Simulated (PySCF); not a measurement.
**Computed vibrations of [TlF2]−**

[TlF2]− (singlet). PySCF 2.14.0, RKS PBE0, Tl def2-SVP with ECP60, F def2-SVP; non-relativistic Hamiltonian with scalar-relativistic core potentials where named; density fitting; no spin-orbit coupling. Central differences of gradients.

```xyz
3

Tl    0.0000    0.0000    0.0000
F     0.0000    0.0000    2.3098
F     0.0000    0.0000   -2.3098
```

Run from Python with OMP_NUM_THREADS=2. Where DIIS fails, smearing, a level shift and second-order steps follow.
It took 3.2 s on 2 threads of Arm Neoverse V1 (shared host).

(1) What are the harmonic wavenumbers and infrared intensities?

(2) Is this a minimum?

## Answers

(1) Modes are labelled in D∞h; negative numbers are unstable modes, those under 60 cm⁻¹ near the noise; a finer grid moves soft modes by up to 10 cm⁻¹.
```tsv
cm⁻¹	km/mol	symmetry
-135	–	πu
-135	–	πu
299	201.9	σu+
344	0.0	σg+
```

(2) No: 2 unstable; the lowest moves the atoms so:
```
Tl   0.10  0.08  0.00
F   -0.55 -0.43  0.00
F   -0.55 -0.43  0.00
```
